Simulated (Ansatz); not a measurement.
Cartesian coordinates (Å):
```xyz
6

Y      0.0407     0.0434     0.1379
Cl     0.9631     1.2740     2.1058
O     -0.6951    -1.8155     0.3562
H     -1.0585    -2.7016     0.4019
O      0.0207     0.9031    -1.6800
H     -0.0146     1.2636    -2.5677
```
Charge 0, multiplicity 1.

These are frozen-core CCSD(T)/def2-TZVPP // r2SCAN-D4/def2-SVP (Ansatz, a quantum-chemistry and plane-wave program) values and carry that method's errors.

| Property | Result |
|---|---|
| HF energy | -648.60103 Ha |
| MP2 correlation energy | -0.93332 Ha |

Task: Estimate the CCSD correlation energy, the (T) correction, the total energy and the T1 diagnostic.

Result: 
CCSD correlation energy: -0.95083 Ha
(T) correction: -0.03509 Ha
CCSD(T) total energy: -649.58695 Ha
T1 diagnostic: 0.013
